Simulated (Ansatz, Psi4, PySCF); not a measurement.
Molecule: dichloro(methylsilyloxy)silane, CH₆Cl₂OSi₂ (charge 0, singlet). SMILES: C[SiH2]O[SiH](Cl)Cl
Structure (B3LYP-D3(BJ)/def2-TZVP (Ansatz, a first-principles code) minimum search):
```xyz
12

C     -2.4961    -0.6173     0.1888
Si    -1.7689     0.8393     1.0904
O     -0.1560     1.0012     0.7277
Si     1.0860     0.3490    -0.0540
Cl     0.6935     0.2709    -2.0692
Cl     1.4088    -1.5704     0.6052
H     -3.5574    -0.7203     0.4271
H     -2.4008    -0.4958    -0.8917
H     -1.9933    -1.5435     0.4733
H     -1.8725     0.6704     2.5563
H     -2.4287     2.1026     0.6950
H      2.2981     1.1374     0.1641
```
Charge 0, spin multiplicity 1.

Property: vertical triplet-singlet gap, E(triplet) - E(singlet), in eV. Conventions: non-relativistic; 6-311+G** with 5d, 6d on Na to Ar in Ansatz; valence correlation only; UHF or UKS for open shells; no spin-orbit coupling; six Cartesian d functions in 6-31G* and its kin unless marked 5d; each state is the SCF solution reached for its charge and spin; no dispersion term unless named. Ab initio and DFT rows: single points at B3LYP-D3(BJ) geometries (Ansatz). Levels can end on unlike triplets.

| level | program | vertical triplet-singlet gap, E(triplet) - E(singlet) (eV) |
|---|---|---|
| HF/6-31G* | Ansatz | 8.58 |
| HF/6-311+G** | Ansatz | 8.18 |
| PBE/6-31G* | Ansatz | 6.94 |
| PBE/6-311+G** | Ansatz | 6.66 |
| B3LYP/STO-3G | Ansatz | 7.70 |
| B3LYP/3-21G | Ansatz | 7.47 |
| B3LYP/6-31G* | Ansatz | 7.66 |
| B3LYP/6-311+G** | Ansatz | 7.37 |
| M06-2X/6-31G* (5d) | PySCF | 8.21 |
| wB97X-D/6-31G* | Psi4 | 8.77 |
| MP2/6-31G* | Ansatz | 8.87 |
| MP2/6-311+G** | Ansatz | 8.51 |
| PBE/def2-TZVPD | Ansatz | 6.66 |
| B3LYP/def2-TZVPD | Ansatz | 7.36 |
| PBE0/def2-TZVPD | Ansatz | 7.36 |

No value to compare with is used here. The 12 habitual levels span 6.66 (PBE/6-311+G**) to 8.87 eV (MP2/6-31G*); PBE/def2-TZVPD gives 6.66.

The levels are drawn from those run, B3LYP/6-31G* more often than the rest, none by its result; left out are runs that failed, that the program found above a lower state of the same kind, or whose <S^2> lies over 0.5 above the pure value.
